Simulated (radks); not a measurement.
Spherical jellium clusters: N electrons in a uniform positive sphere of charge N and radius rs N^(1/3), rs = 5.03 bohr. Method: non-relativistic Kohn-Sham, LDA (Slater exchange, Perdew-Wang correlation), spin-polarised, spherical densities; computed with a radial shooting solver with Libxc functionals. Levels are named by radial order and angular momentum (1s, 1p, 1d, 2s, ...), and open shells are averaged over m.

N = 11, configuration 1s2 1p6 1d(up 3, down 0). This is the lowest configuration that the search found. Occupied and some empty levels:

level    occupation  eigenvalue (eV)  <r> (bohr)
1s up             1          -3.7928       7.317
1s down           1          -3.5876       7.069
1p up             3          -3.1357       8.534
1p down           3          -2.8826       8.485
1d up             3          -2.2806       9.525
1d down           0          -2.0178       9.600
2s up             0          -1.7895       8.340
2s down           0          -1.6674       8.514
1f up             0          -1.2966       10.54
1f down           0          -1.0508       10.76
2p up             0         -0.86213       11.02
2p down           0         -0.74137       11.34

Energy (eV): total -19.2403, kinetic 13.138, external -349.55, Hartree 173.41, exchange-correlation -32.841, background 176.60.
